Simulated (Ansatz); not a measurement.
A made-up structure of H₂TeSO, closed shell:

```json
{"atom": "O1", "x (Å)": "-1.4738", "y (Å)": "-0.8037", "z (Å)": "0.2226"}
{"atom": "Te2", "x (Å)": "-0.5811", "y (Å)": "0.4006", "z (Å)": "-1.0401"}
{"atom": "S3", "x (Å)": "1.0021", "y (Å)": "1.4405", "z (Å)": "0.3643"}
{"atom": "H4", "x (Å)": "-0.9690", "y (Å)": "-1.6209", "z (Å)": "0.2793"}
{"atom": "H5", "x (Å)": "0.2883", "y (Å)": "-0.7715", "z (Å)": "-1.8925"}
```

It is relaxed with PBE-D4/def2-SVP and then PBE0-D4/def2-TZVP (Ansatz 0.2.0). Atoms count as bonded within 1.22 times the sum of their covalent radii (H–H: 0.88 Å). The end point is not checked to be a true minimum.

(1) Does its bonding change? (Judge from chemistry; the calculation decides.)

## Answers

(1) By the calculation: No: no bond forms or breaks.

Where it ends: The first stage lowers the energy by 0.30 eV in 9 steps. It ends as H₂TeSO ([OH][TeH][S]):
```xyz
5
angstrom
O -1.4775 -1.0253 -0.0589
Te -0.6109 0.4339 -1.0237
S 0.9594 1.1721 0.3617
H -0.8810 -1.3006 0.6507
H 0.2764 -0.6351 -1.9961
```

Labels in which every atom is bracketed show which atoms are joined, not bond orders.

For scale, one of the runs: PBE0-D4/def2-TZVP relaxation, 130 basis functions, launched by `ansatz run in.yaml --threads 2 --pin off --events-out ev --progress --plain --max-ram 4352MiB`. Hardware: 2 CPU threads of an Intel Xeon Platinum 8259CL, shared host. Wall time about 17 s.
